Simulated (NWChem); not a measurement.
Species: AlH2Cl; SMILES [AlH2][Cl]

Results from NWChem. Coordinates come from a PBE-D3(BJ)/def2-SVP optimisation. Ions are spin-unrestricted doublets at the neutral geometry; other ion states weren't tried.

For level BHandHLYP/def2-SVPD:

```yaml
vertical ionisation energy, ΔSCF (eV): 11.15
"−ε(HOMO) (eV)": 9.82
```

### Question
Estimate the same quantities for level PBE/def2-SVPD.

### Answer
| Property | Value |
|---|---|
| vertical ionisation energy, ΔSCF (eV) | 10.55 |
| −ε(HOMO) (eV) | 7.32 |
